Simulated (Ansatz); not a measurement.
Mulliken charges of BrH₂MgN (`[NH2][Mg][Br]`) from PBE/def2-TZVPP in Ansatz (PBE0-D4/def2-TZVP geometry).

| atom | x (Å) | y (Å) | z (Å) | charge (e) |
| --- | --- | --- | --- | --- |
| N1 | -0.547 | -0.257 | -0.768 | -0.622 |
| Mg2 | 0.500 | 0.238 | 0.705 | 0.757 |
| Br3 | 1.808 | 0.851 | 2.539 | -0.432 |
| H4 | -1.553 | -0.210 | -0.829 | 0.148 |
| H5 | -0.208 | -0.622 | -1.646 | 0.148 |

**Question.** By hand: the dipole of these point charges (1 e Å = 4.8032 D).

**Answer.** Σ q r = (-0.323, -0.151, -0.452) e Å, of length 0.576 e Å = 2.77 D.

**Question.** How does the dipole of the full density compare? (An estimate is asked.)

**Answer.** Ansatz gave: (-0.252, -0.118, -0.353) e Å, 2.16 D; the point charges give 1.28 times that, at 0° from its direction.

Point charges leave out the atoms' own dipoles, such as those of lone pairs, and Mulliken's split depends on the basis, so the two needn't agree.
